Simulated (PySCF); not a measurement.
Ligands exchanged one at a time, Al F-H. All species are isolated molecules in the gas phase. Strings in code marks are SMILES.

Quantity: vertical ionisation energy (energy after one electron is removed minus that of the parent at the parent's geometry), in eV.

Case: `[AlH3]`. Geometry of `[AlH3]` (neutral, multiplicity 1, Å):

```xyz
4

Al     0.0000     0.0000    -0.0006
H      1.5798    -0.0266     0.0014
H     -0.8128    -1.3550     0.0000
H     -0.7670     1.3815    -0.0008
```

Problem. Give the vertical ionisation energy (energy after one electron is removed minus that of the parent at the parent's geometry) at the level ωB97X-D3(BJ)/def2-TZVP // B3LYP-D3(BJ)/def2-TZVP (PySCF).

Solution. 11.52 eV.
